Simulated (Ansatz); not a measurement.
Species: CH4Al, net charge 0, doublet state. It need not be the lowest isomer of its formula. 
Structure (B3LYP-D3(BJ)/def2-TZVP (Ansatz, an electronic-structure program) minimum search):
```
C
H 1 1.0899
H 1 1.0956 2 108.34
H 1 1.0956 2 108.34 3 115.78
Al 1 1.9732 2 114.42 3 -122.11
H 5 1.6066 1 117.21 2 180.00
```
Charge 0, spin multiplicity 2.

Basis-set convergence of Hartree-Fock and CCSD(T) correlation energies (hartree) with Ansatz. Valence correlation only, unless marked. Open shells are spin-unrestricted. Spin-orbit coupling is left out. No relativistic terms.

```json
[
 {"basis": "def2-SVPD", "functions": "76", "E(HF)": "-281.96933", "E(corr, CCSD(T))": "-0.24620"},
 {"basis": "def2-TZVPPD", "functions": "153", "E(HF)": "[?]", "E(corr, CCSD(T))": "[?]"}
]
```

**Question.** Some entries are withheld; supply them.

**Answer.** 
- def2-TZVPPD, E(HF): -282.09624
- def2-TZVPPD, E(corr, CCSD(T)): -0.28270
